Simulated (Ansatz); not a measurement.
Reaction (formal exchange of groups at a C–O bond): `N=C(O)O` + `[CH3][SnH3]` → `N=C(O)[CH2][SnH3]` + H₂O

Gas-phase electronic energies from Ansatz, PBE0-D4/def2-TZVP geometries. CCSD(T)/CBS adds triple-zeta CCSD(T) − MP2 to the extrapolated MP2 energy (def2 sets, frozen cores). This one scheme is used for every species. Functionals use def2-TZVPP. def2 core potentials past Kr. For Sn outer-core shells are correlated without core-valence functions, which leaves a few kJ/mol of doubt a bond. Each species was taken in one conformer, which may not be the lowest.

`N=C(O)O`:

```xyz
7

N     0.647   -0.704    0.611
C    -0.118    0.128    0.045
O    -0.887    0.959    0.743
O    -0.329    0.362   -1.258
H     1.175   -1.274   -0.039
H    -0.710    0.763    1.671
H     0.223   -0.234   -1.773
```

`[CH3][SnH3]`:

Z-matrix (Å, degrees):
```
C
Sn 1 2.140
H 1 1.090 2 110.0
H 1 1.090 2 110.0 3 -120.0
H 1 1.090 2 110.0 3 120.0
H 2 1.709 1 110.1 3 -59.7
H 2 1.709 1 110.1 3 -179.7
H 2 1.709 1 110.1 3 60.3
```

`N=C(O)[CH2][SnH3]`:

```xyz
12

N     2.094   -0.214   -0.798
C     1.199    0.184    0.003
O     1.156    1.492    0.336
C     0.102   -0.577    0.645
Sn   -1.820    0.008   -0.171
H     2.025   -1.212   -0.966
H     1.890    1.909   -0.135
H     0.058   -0.354    1.713
H     0.233   -1.648    0.504
H    -2.347    1.452    0.560
H    -2.932   -1.246    0.164
H    -1.658    0.207   -1.856
```

H₂O:

Z-matrix (Å, degrees):
```
O
H 1 0.960
H 1 0.960 2 105.1
```

```tsv
species	PBE0-D4 energy (Eh)
`N=C(O)O`	-244.95746
`[CH3][SnH3]`	-255.95658
`N=C(O)[CH2][SnH3]`	-424.53590
H₂O	-76.38097
```

(1) Work out ΔE.

Largest T1 diagnostic among the species: 0.013.

Answers

(1) ΔE = (-424.53590) + (-76.38097) − (-244.95746) − (-255.95658) = -0.00283 Eh = -7.4 kJ/mol. CCSD(T)/CBS gives -21.5 kJ/mol.

At CCSD(T), def2-SVP lies +21.4 kJ/mol from the extrapolated value and def2-TZVPP +6.2 kJ/mol. In def2-TZVPP, CCSD(T) changes the Hartree–Fock value by −22.5 kJ/mol (the triples alone add −2.2 kJ/mol) and MP2 by −27.4 kJ/mol. The D4 term adds −9.7 kJ/mol with B3LYP and −5.5 kJ/mol with PBE0; it sums over pairs of atoms, weighted by their polarisabilities, and B3LYP, whose exchange is more repulsive, gets the larger term.

B3LYP here is the variant with VWN-RPA as its local correlation; programs differ in this.
